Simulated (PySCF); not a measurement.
## Assigning NMR signals

Molfile (atoms numbered from 1):
```
C3H5FN2Si
     RDKit          3D

 12 11  0  0  0  0  0  0  0  0999 V2000
   -2.2676    1.2480    2.0821 N   0  0  0  0  0  0  0  0  0  0  0  0
   -2.0402    0.5313    1.2235 C   0  0  0  0  0  0  0  0  0  0  0  0
   -1.7261   -0.3618    0.1199 C   0  0  1  0  0  0  0  0  0  0  0  0
   -2.7060   -0.2919   -0.8432 F   0  0  0  0  0  0  0  0  0  0  0  0
   -0.3901    0.0591   -0.4644 C   0  0  0  0  0  0  0  0  0  0  0  0
    0.6758   -0.3395    0.0332 N   0  0  0  0  0  0  0  0  0  0  0  0
    2.3489   -0.0705   -0.3031 Si  0  0  0  0  0  4  0  0  0  0  0  0
   -1.6911   -1.3957    0.4902 H   0  0  0  0  0  0  0  0  0  0  0  0
   -0.4909    0.7356   -1.3209 H   0  0  0  0  0  0  0  0  0  0  0  0
    2.6384    0.8134   -1.4359 H   0  0  0  0  0  0  0  0  0  0  0  0
    2.8249    0.4967    0.9522 H   0  0  0  0  0  0  0  0  0  0  0  0
    2.8252   -1.4254   -0.5596 H   0  0  0  0  0  0  0  0  0  0  0  0
  1  2  3  0
  2  3  1  0
  3  4  1  0
  3  5  1  0
  5  6  2  0
  6  7  1  0
  3  8  1  1
  5  9  1  0
  7 10  1  0
  7 11  1  0
  7 12  1  0
M  END
```

[PySCF 2.14: PBE0/pcSseg-1 with gauge-including orbitals; GFN2-xTB structure; relativity neglected; equivalent nuclei averaged; a single conformation; gas phase]

Chemical shifts δ = σref − σ; TMS for $^{13}$C (σref 186.93) and $^{1}$H (σref 31.72), all at this level.

Q: Assign these signals to the numbered atoms. $^{13}$C{$^{1}$H} NMR (computed): δ 173.4 (CH), 118.6 (C), 84.3 (CH).

A: 
```tsv
δ (ppm)	atoms	environment	reason
173.4	C5	C=N carbon	–
118.6	C2	nitrile carbon	C≡N carbons fall here, among the sp2 signals but without a proton
84.3	C3	sp3 CH bonded to F, α to a nitrile	deshielded by the electronegative neighbour
```

Q: Assign these signals to the numbered atoms. $^{1}$H NMR (300 MHz, computed): δ 8.66 (m, 1H), 5.32 (m, 1H), 5.05 (s, 3H).

A: 
| δ (ppm) | atoms | environment | reason |
| --- | --- | --- | --- |
| 8.66 | H9 | hydrogen on a C=N carbon | – |
| 5.32 | H8 | hydrogen on an sp3 CH bonded to F, α to a nitrile | its carbon carries F, which withdraws density |
| 5.05 | H10/H11/H12 | hydrogen on a silicon bonded to N | – |

Splittings by $^{19}$F in the carbon and heteronuclear signals aren't shown, as no couplings were computed. Shifts are as computed. Against solution values, carbons near 30 ppm lie about +3 ppm off and those near 130 ppm about +5 ppm. Of 1211 compounds with measured shifts, 218 miss one by over three times the rms of a fit or turn the order of signals round; such compounds aren't used in these exercises. Multiplicities follow the n + 1 count of equivalent neighbours, as no J values were calculated; m marks all less simple cases, F and P coupling included.
